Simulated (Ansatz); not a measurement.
Ansatz results at the PBE0-D4/def2-TZVP geometry: size of the dipole moment (PBE/def2-TZVPP) 1.12 D; LUMO energy (B3LYP/def2-TZVPP) -2.03 eV; HOMO energy (B3LYP/def2-TZVPP) -7.89 eV.

Each molecule was computed in one conformer, which needn't be the lowest.

**Question.** Which molecule gave them?
A. `C=CBC[SiH3]`
B. `C=CB(C)[SiH3]`
C. `[OH][SbH][SiH3]`
D. `[NH2][SnH]([OH])[CH]=O`

**Answer.** A. The others give `[NH2][SnH]([OH])[CH]=O`: 1.97, -2.10, -6.88; `[OH][SbH][SiH3]`: 1.55, -1.56, -6.86; `C=CB(C)[SiH3]`: 1.78, -2.24, -7.41.

B3LYP here is the variant with VWN-RPA as its local correlation; programs differ in this.
